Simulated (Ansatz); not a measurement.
Consider the redistribution: `C[SiH](O)[SiH](O)O` + `O[SiH](F)[SiH2]Cl` → `C[Si@H](O)[Si@H](O)F` + `O[SiH](O)[SiH2]Cl`.

Calculated with Ansatz (gas phase, PBE0-D4/def2-TZVP geometries, no zero-point term in ΔE). CBS: MP2 limit from def2 TZ/QZ plus the TZ coupled-cluster correction, frozen cores. Functionals use def2-TZVPP. B3LYP here is the variant with VWN-RPA as its local correlation; programs differ in this. One conformer a species, not always the lowest.

`C[SiH](O)[SiH](O)O`:

Cartesian coordinates in Å:
```
C 0.309 -1.916 0.989
Si 0.793 -0.278 0.230
O 1.292 -0.452 -1.352
Si -1.015 1.183 -0.100
O -0.486 2.692 0.298
O -1.440 1.028 -1.685
H -0.498 -2.390 0.425
H -0.038 -1.765 2.016
H 1.156 -2.606 1.023
H 1.898 0.307 1.047
H 2.127 -0.892 -1.519
H -2.266 0.889 0.651
H -1.116 3.413 0.243
H -0.714 0.788 -2.268
```

`O[SiH](F)[SiH2]Cl`:

```xyz
9

O     1.511    0.144    1.281
Si    1.038    0.279   -0.274
F     1.066    1.803   -0.757
Si   -1.191   -0.455   -0.435
Cl   -2.036    0.090    1.380
H     0.860    0.341    1.960
H     2.032   -0.456   -1.085
H    -1.978    0.185   -1.517
H    -1.301   -1.931   -0.553
```

`C[Si@H](O)[Si@H](O)F`:

```xyz
13

C     2.025   -0.695    0.072
Si    0.336   -0.314    0.748
O    -0.533   -1.719    0.824
Si   -0.924    1.151   -0.594
O    -2.440    0.522   -0.458
F    -0.456    1.100   -2.130
H     1.961   -1.072   -0.950
H     2.651    0.201    0.072
H     2.515   -1.452    0.690
H     0.471    0.301    2.104
H    -1.482   -1.627    0.704
H    -0.939    2.602   -0.257
H    -3.184    1.003   -0.824
```

`O[SiH](O)[SiH2]Cl`:

Z-matrix (Å, degrees):
```
Si
O 1 1.645
Si 1 2.343 2 111.1
O 1 1.636 2 108.3 3 -116.4
H 1 1.493 2 108.6 3 121.7
H 2 0.959 1 117.8 3 -78.7
Cl 3 2.076 1 104.9 2 57.5
H 3 1.484 1 113.6 2 -59.7
H 3 1.485 1 113.9 2 174.5
H 4 0.959 1 118.4 2 -56.7
```

```json
{"level": "PBE-D4", "ΔE (kJ/mol)": "2.6", "difference from CCSD(T)/CBS": "1.4"}
{"level": "r2SCAN-D4", "ΔE (kJ/mol)": "1.0", "difference from CCSD(T)/CBS": "-0.2"}
{"level": "PBE0-D4", "ΔE (kJ/mol)": "1.0", "difference from CCSD(T)/CBS": "-0.2"}
{"level": "B3LYP-D4", "ΔE (kJ/mol)": "0.7", "difference from CCSD(T)/CBS": "-0.5"}
{"level": "ωB97X-V", "ΔE (kJ/mol)": "1.2", "difference from CCSD(T)/CBS": "0.0"}
{"level": "ωB97M-V", "ΔE (kJ/mol)": "1.7", "difference from CCSD(T)/CBS": "0.5"}
{"level": "B2PLYP", "ΔE (kJ/mol)": "0.5", "difference from CCSD(T)/CBS": "-0.7"}
{"level": "PBE", "ΔE (kJ/mol)": "2.0", "difference from CCSD(T)/CBS": "0.8"}
{"level": "r2SCAN", "ΔE (kJ/mol)": "0.9", "difference from CCSD(T)/CBS": "-0.3"}
{"level": "PBE0", "ΔE (kJ/mol)": "0.5", "difference from CCSD(T)/CBS": "-0.7"}
{"level": "B3LYP", "ΔE (kJ/mol)": "-0.4", "difference from CCSD(T)/CBS": "-1.6"}
{"level": "HF/def2-TZVPP", "ΔE (kJ/mol)": "-4.5", "difference from CCSD(T)/CBS": "-5.7"}
{"level": "MP2/def2-TZVPP", "ΔE (kJ/mol)": "1.5", "difference from CCSD(T)/CBS": "0.3"}
{"level": "SCS-MP2/def2-TZVPP", "ΔE (kJ/mol)": "0.5", "difference from CCSD(T)/CBS": "-0.7"}
{"level": "CCSD/def2-TZVPP", "ΔE (kJ/mol)": "0.1", "difference from CCSD(T)/CBS": "-1.1"}
{"level": "CCSD(T)/def2-TZVPP", "ΔE (kJ/mol)": "1.3", "difference from CCSD(T)/CBS": "0.1"}
{"level": "HF/def2-QZVPP", "ΔE (kJ/mol)": "-4.8", "difference from CCSD(T)/CBS": "-6.0"}
{"level": "MP2/def2-QZVPP", "ΔE (kJ/mol)": "1.3", "difference from CCSD(T)/CBS": "0.1"}
{"level": "SCS-MP2/def2-QZVPP", "ΔE (kJ/mol)": "0.3", "difference from CCSD(T)/CBS": "-0.9"}
{"level": "HF/CBS(def2)", "ΔE (kJ/mol)": "-4.9", "difference from CCSD(T)/CBS": "-6.1"}
{"level": "MP2/CBS(def2)", "ΔE (kJ/mol)": "1.3", "difference from CCSD(T)/CBS": "0.1"}
{"level": "CCSD/CBS(def2)", "ΔE (kJ/mol)": "0.0", "difference from CCSD(T)/CBS": "-1.2"}
{"level": "CCSD(T)/CBS", "ΔE (kJ/mol)": "1.2", "difference from CCSD(T)/CBS": "0"}
```

Largest T1 diagnostic among the species: 0.012.

In def2-TZVPP, CCSD(T) changes the Hartree–Fock value by +5.8 kJ/mol (the triples alone add +1.2 kJ/mol) and MP2 by +6.0 kJ/mol.
